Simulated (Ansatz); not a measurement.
Molecular dynamics of BF₂H₅O₂

The input (input.yaml):

```yaml
crystal:
  periodic: [false, false, false]
  atoms:
    - { symbol: B, position_ang: [-0.446721, -0.122809, -0.258875] }
    - { symbol: H, position_ang: [-0.43506, 0.012124, 1.093123] }
    - { symbol: O, position_ang: [-0.34282, -1.468203, -0.536376] }
    - { symbol: O, position_ang: [-1.456709, 0.636072, -0.822896] }
    - { symbol: H, position_ang: [1.574244, 0.386876, 0.339591] }
    - { symbol: F, position_ang: [0.992501, 0.624926, -0.60784] }
    - { symbol: H, position_ang: [0.540107, -0.040309, 1.388776] }
    - { symbol: F, position_ang: [1.698221, 0.051367, 1.458394] }
    - { symbol: H, position_ang: [-0.753143, -1.669295, -1.396092] }
    - { symbol: H, position_ang: [-1.370622, 1.589349, -0.657803] }
basis:
  gaussian: { orbitals: def2-SVP }
hamiltonian:
  xc: pbe
md:
  timestep: 0.5
  n_steps: 200
  ensemble: nve
  temperature: 100.0
  initial_velocities: maxwell_boltzmann
  seed: 9903
```

Launched with:

```bash
$ ansatz run input.yaml --threads 2 --pin off --max-ram 3072MiB --backend cpu --events-out ev --progress --plain --runs-dir out
```

It starts at the highest image of a converged band. Of that band: Neighbouring images differ by up to 1.3 eV, so the band resolves the path poorly. A vibrational analysis at the climbing image gives one clearly imaginary mode, 880i cm⁻¹: a first-order saddle point.

Output, in part (one step line in 7, the closing report, with atoms numbered from 0):

```
md step     0: t =     0.00 fs  T =   100.0 K  F+E_penalty+E_count = -10269.30706370 eV  E_kin = 0.103408 eV  conserved = -10269.20365570 eV  (27 SCF iters)
md step     7: t =     3.50 fs  T =    78.8 K  F+E_penalty+E_count = -10269.28507011 eV  E_kin = 0.081508 eV  conserved = -10269.20356177 eV  (32 SCF iters)
md step    14: t =     7.00 fs  T =    59.7 K  F+E_penalty+E_count = -10269.26523510 eV  E_kin = 0.061736 eV  conserved = -10269.20349884 eV  (31 SCF iters)
md step    21: t =    10.50 fs  T =    68.3 K  F+E_penalty+E_count = -10269.27411572 eV  E_kin = 0.070594 eV  conserved = -10269.20352173 eV  (31 SCF iters)
md step    28: t =    14.00 fs  T =    92.1 K  F+E_penalty+E_count = -10269.29879885 eV  E_kin = 0.095213 eV  conserved = -10269.20358590 eV  (31 SCF iters)
md step    35: t =    17.50 fs  T =   111.2 K  F+E_penalty+E_count = -10269.31858370 eV  E_kin = 0.115005 eV  conserved = -10269.20357842 eV  (30 SCF iters)
md step    42: t =    21.00 fs  T =   143.3 K  F+E_penalty+E_count = -10269.35171958 eV  E_kin = 0.148168 eV  conserved = -10269.20355110 eV  (31 SCF iters)
md step    49: t =    24.50 fs  T =   200.5 K  F+E_penalty+E_count = -10269.41082878 eV  E_kin = 0.207301 eV  conserved = -10269.20352827 eV  (31 SCF iters)
md step    56: t =    28.00 fs  T =   270.8 K  F+E_penalty+E_count = -10269.48357320 eV  E_kin = 0.280029 eV  conserved = -10269.20354385 eV  (31 SCF iters)
md step    63: t =    31.50 fs  T =   338.0 K  F+E_penalty+E_count = -10269.55319809 eV  E_kin = 0.349552 eV  conserved = -10269.20364639 eV  (30 SCF iters)
md step    70: t =    35.00 fs  T =   376.2 K  F+E_penalty+E_count = -10269.59256079 eV  E_kin = 0.388984 eV  conserved = -10269.20357698 eV  (30 SCF iters)
md step    77: t =    38.50 fs  T =   406.3 K  F+E_penalty+E_count = -10269.62374702 eV  E_kin = 0.420126 eV  conserved = -10269.20362063 eV  (28 SCF iters)
md step    84: t =    42.00 fs  T =   416.7 K  F+E_penalty+E_count = -10269.63451099 eV  E_kin = 0.430922 eV  conserved = -10269.20358852 eV  (28 SCF iters)
md step    91: t =    45.50 fs  T =   419.1 K  F+E_penalty+E_count = -10269.63695376 eV  E_kin = 0.433391 eV  conserved = -10269.20356275 eV  (28 SCF iters)
md step    98: t =    49.00 fs  T =   415.6 K  F+E_penalty+E_count = -10269.63333509 eV  E_kin = 0.429782 eV  conserved = -10269.20355357 eV  (29 SCF iters)
md step   105: t =    52.50 fs  T =   410.2 K  F+E_penalty+E_count = -10269.62780348 eV  E_kin = 0.424140 eV  conserved = -10269.20366327 eV  (29 SCF iters)
md step   112: t =    56.00 fs  T =   380.7 K  F+E_penalty+E_count = -10269.59730463 eV  E_kin = 0.393710 eV  conserved = -10269.20359462 eV  (28 SCF iters)
md step   119: t =    59.50 fs  T =   352.7 K  F+E_penalty+E_count = -10269.56824774 eV  E_kin = 0.364728 eV  conserved = -10269.20351968 eV  (29 SCF iters)
md step   126: t =    63.00 fs  T =   343.5 K  F+E_penalty+E_count = -10269.55872620 eV  E_kin = 0.355258 eV  conserved = -10269.20346855 eV  (29 SCF iters)
md step   133: t =    66.50 fs  T =   361.1 K  F+E_penalty+E_count = -10269.57701496 eV  E_kin = 0.373398 eV  conserved = -10269.20361716 eV  (30 SCF iters)
md step   140: t =    70.00 fs  T =   361.9 K  F+E_penalty+E_count = -10269.57785296 eV  E_kin = 0.374208 eV  conserved = -10269.20364472 eV  (28 SCF iters)
md step   147: t =    73.50 fs  T =   345.6 K  F+E_penalty+E_count = -10269.56094368 eV  E_kin = 0.357327 eV  conserved = -10269.20361635 eV  (28 SCF iters)
md step   154: t =    77.00 fs  T =   322.8 K  F+E_penalty+E_count = -10269.53728967 eV  E_kin = 0.333774 eV  conserved = -10269.20351604 eV  (30 SCF iters)
md step   161: t =    80.50 fs  T =   310.0 K  F+E_penalty+E_count = -10269.52413157 eV  E_kin = 0.320589 eV  conserved = -10269.20354239 eV  (28 SCF iters)
md step   168: t =    84.00 fs  T =   292.9 K  F+E_penalty+E_count = -10269.50644969 eV  E_kin = 0.302879 eV  conserved = -10269.20357061 eV  (28 SCF iters)
md step   175: t =    87.50 fs  T =   283.0 K  F+E_penalty+E_count = -10269.49624129 eV  E_kin = 0.292646 eV  conserved = -10269.20359501 eV  (28 SCF iters)
md step   182: t =    91.00 fs  T =   287.1 K  F+E_penalty+E_count = -10269.50053503 eV  E_kin = 0.296928 eV  conserved = -10269.20360658 eV  (28 SCF iters)
md step   189: t =    94.50 fs  T =   294.7 K  F+E_penalty+E_count = -10269.50829516 eV  E_kin = 0.304750 eV  conserved = -10269.20354479 eV  (28 SCF iters)
md step   196: t =    98.00 fs  T =   307.5 K  F+E_penalty+E_count = -10269.52157694 eV  E_kin = 0.318013 eV  conserved = -10269.20356353 eV  (26 SCF iters)
md step   200: t =   100.00 fs  T =   311.8 K  F+E_penalty+E_count = -10269.52604046 eV  E_kin = 0.322410 eV  conserved = -10269.20363077 eV  (28 SCF iters)
Total energy: -10269.52607131 eV, -377.3981221858 hartree
Atom 0 at    -1.343800    -0.400897    -0.014731 Å, force     0.025340    -0.054837    -0.960126 eV/Å
Atom 1 at    -1.685017    -0.408601     1.147976 Å, force     0.080638     0.048557     0.168895 eV/Å
Atom 2 at    -0.487520    -1.393438    -0.441069 Å, force     0.042978     0.269578     0.349677 eV/Å
Atom 3 at    -1.831269     0.478514    -0.955343 Å, force     0.358024    -0.319949     0.195671 eV/Å
Atom 4 at     1.856122     0.623523    -0.059878 Å, force     0.068067    -0.025389     0.280208 eV/Å
Atom 5 at     1.799705     0.992795    -0.922185 Å, force    -0.156907    -0.102988    -0.068625 eV/Å
Atom 6 at     1.306446    -0.788076     1.619505 Å, force     0.070142     0.133788    -0.101436 eV/Å
Atom 7 at     1.875824    -0.037536     1.667675 Å, force    -0.251260    -0.155359    -0.249605 eV/Å
Atom 8 at    -0.235656    -1.299530    -1.384666 Å, force    -0.113848     0.142391     0.206976 eV/Å
Atom 9 at    -2.385471     1.189936    -0.603900 Å, force    -0.123174     0.064208     0.178365 eV/Å
Dipole moment:    -0.341659    -0.167908     0.226324 e Å
```

All steps were run. The conserved energy stayed within 0.019 meV per atom of its start (net change 0.0025 meV per atom), so the integration is sound. The system heated up, since it started high on the potential surface and ran downhill. A run of 0.1 ps of so small a system gives no equilibrium averages. The orbitals stay closed-shell, which can raise the energy where a bond breaks towards radicals; this wasn't checked here.

The step under study would form B1–F6, H5–F8, H2–H7 and break B1–H2, H5–F6, H7–F8. These pairs go: B1–F6 1.66 → 3.56 Å, H5–F8 1.17 → 1.85 Å, H2–H7 1.02 → 3.05 Å, B1–H2 1.36 → 1.21 Å, H5–F6 1.14 → 0.94 Å, H7–F8 1.16 → 0.94 Å. In the last frame they stand as before the step (other bonds may differ from the relaxed reactants and products). It ends as BH3O2 + FH + FH. Pairs count as bonded within 1.25 times the sum of covalent radii (0.12 Å more for H–H).

Last frame:

```xyz
10
Properties=species:S:1:pos:R:3
B -1.344 -0.401 -0.015
H -1.685 -0.409 1.148
O -0.487 -1.393 -0.441
O -1.831 0.478 -0.955
H 1.856 0.624 -0.060
F 1.800 0.993 -0.922
H 1.306 -0.788 1.619
F 1.876 -0.037 1.668
H -0.236 -1.300 -1.385
H -2.385 1.190 -0.604
```

Run time: 4 min on 2 threads of Arm Neoverse V2, with other jobs on the host, peak memory 0.12 GiB.
